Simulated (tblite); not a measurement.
Species: C3H6BFSe (charge +1 and doublet state).
Numbering: `[BH2:1][C@@H:2]1[CH2:3][C@H:4]([F:5])[Se+:6]1` (hydrogens: H7, H8 on B1; H9 on C2; H10, H11 on C3; H12 on C4)

Computed with GFN2-xTB (tblite), gas phase: L-BFGS steps from a force-field or distance-geometry start until the largest atomic force falls under 0.01 eV/Å.

Step 15: E = -492.5204 eV
```
atom  x, y, z in Å  |  force x, y, z in eV/Å
B1      2.0667    0.3345    0.0027    0.118   0.026   0.143
C2      0.6159   -0.3013   -0.1437    0.154  -0.170   0.217
C3     -0.6605    0.4778   -0.4367   -0.146  -0.003  -0.022
C4     -1.6277   -0.3903    0.3622   -0.039  -0.071   0.081
F5     -2.6197    0.2156    1.0092    0.216  -0.070  -0.037
Se6    -0.1207   -1.1028    1.5419    0.054   0.106  -0.329
H7      2.1862    1.4399    0.3608   -0.111  -0.031  -0.100
H8      3.0074   -0.3281   -0.2086   -0.155   0.071   0.066
H9      0.7284   -1.1433   -0.8362   -0.089  -0.070  -0.014
H10    -0.9080    0.5825   -1.4899   -0.017  -0.065  -0.138
H11    -0.6380    1.4795   -0.0118    0.035   0.108   0.107
H12    -2.0289   -1.2647   -0.1759   -0.020   0.168   0.026
```

Step 16: E = -492.5299 eV
```
atom  x, y, z in Å  |  force x, y, z in eV/Å
B1      2.0683    0.3439    0.0063    0.072  -0.012   0.152
C2      0.6180   -0.3091   -0.1326    0.160  -0.051   0.041
C3     -0.6618    0.4678   -0.4357   -0.015   0.026  -0.007
C4     -1.6299   -0.3938    0.3662   -0.029  -0.040  -0.007
F5     -2.6044    0.2330    1.0175    0.147  -0.082   0.034
Se6    -0.1222   -1.1249    1.5285    0.007   0.072  -0.235
H7      2.1880    1.4571    0.3484   -0.141  -0.107  -0.118
H8      3.0085   -0.3227   -0.1983   -0.152   0.093   0.072
H9      0.7353   -1.1383   -0.8416   -0.047  -0.061   0.029
H10    -0.9023    0.5647   -1.4928   -0.016  -0.037  -0.066
H11    -0.6420    1.4691   -0.0080    0.037   0.109   0.047
H12    -2.0543   -1.2476   -0.1839   -0.021   0.090   0.059
```

Step 17: E = -492.5352 eV
```
atom  x, y, z in Å  |  force x, y, z in eV/Å
B1      2.0705    0.3481    0.0115   -0.015  -0.038   0.126
C2      0.6214   -0.3141   -0.1251    0.093   0.049  -0.103
C3     -0.6625    0.4631   -0.4355    0.085   0.041  -0.005
C4     -1.6317   -0.3963    0.3681    0.026   0.009  -0.062
F5     -2.5944    0.2413    1.0235    0.079  -0.061   0.094
Se6    -0.1238   -1.1372    1.5155   -0.015   0.017  -0.105
H7      2.1866    1.4649    0.3387   -0.144  -0.091  -0.101
H8      3.0079   -0.3179   -0.1916   -0.087   0.062   0.071
H9      0.7406   -1.1362   -0.8437   -0.019  -0.045   0.047
H10    -0.8993    0.5549   -1.4958   -0.003  -0.019   0.006
H11    -0.6437    1.4659   -0.0060    0.035   0.056  -0.006
H12    -2.0704   -1.2372   -0.1857   -0.034   0.019   0.039
```

**Question.** Estimate the geometry and energy of step 18. (The exact step hangs on the optimiser's Hessian estimate; all steps are aligned on step 17, rigid shifts and turns removed.)

**Answer.** E = -492.5389 eV, largest force 0.188 eV/Å
```
atom  x, y, z in Å  |  force x, y, z in eV/Å
B1      2.0719    0.3500    0.0177   -0.084  -0.051   0.084
C2      0.6256   -0.3163   -0.1215    0.006   0.091  -0.164
C3     -0.6615    0.4606   -0.4355    0.117   0.047  -0.012
C4     -1.6334   -0.3975    0.3681    0.067   0.041  -0.077
F5     -2.5865    0.2465    1.0303    0.049  -0.042   0.120
Se6    -0.1264   -1.1478    1.5040   -0.013  -0.022  -0.008
H7      2.1835    1.4689    0.3290   -0.137  -0.034  -0.069
H8      3.0072   -0.3128   -0.1855   -0.010   0.013   0.071
H9      0.7468   -1.1350   -0.8442   -0.005  -0.035   0.041
H10    -0.8971    0.5480   -1.4975    0.010  -0.004   0.045
H11    -0.6444    1.4651   -0.0059    0.036   0.009  -0.040
H12    -2.0846   -1.2304   -0.1850   -0.034  -0.014   0.008
```

The energy changes by -0.0036 eV. The first-order estimate −F·Δx gives -0.0049 eV and the mean of the old and new forces, exact on a quadratic surface, -0.0037 eV. The step makes an angle of 67° with the force vector and moves no atom by more than 0.016 Å.

The cost below is that of the whole relaxation. Hardware: an Arm Neoverse V2 with one thread, shared host. Cost: 0.38 s.
